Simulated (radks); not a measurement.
The numbers below are computed, except where a source is named.
Question: Ge4+, 28 electrons, occupied as [Ar] 3d9.5 4f0.5 (fractional occupations, a model configuration). Level of theory: scalar-relativistic Kohn-Sham, SOGGA, spin-unpolarised, spherical densities, finite nucleus; Fermi nuclear charge, rms radius 4.0742 fm (a radial shooting solver on a logarithmic mesh with Libxc functionals). Some entries of the table are withheld. Estimate them.

orbital,occ.,eigenvalue (hartree),r(max) (bohr)
1s,2,(1),0.03075
2s,2,-52.55590,0.1761
2p,6,-46.21788,0.1412
3s,2,-8.32079,0.5419
3p,6,-6.37769,(2)
3d,9.5,(3),0.4988
4s,0,-2.05753,1.538
4p,0,-1.62322,1.728
4f,0.5,-0.64044,(4)

Answer: 
(1) 1s eigenvalue (hartree): -404.6818
(2) 3p r(max) (bohr): 0.5420
(3) 3d eigenvalue (hartree): -3.18390
(4) 4f r(max) (bohr): 3.381
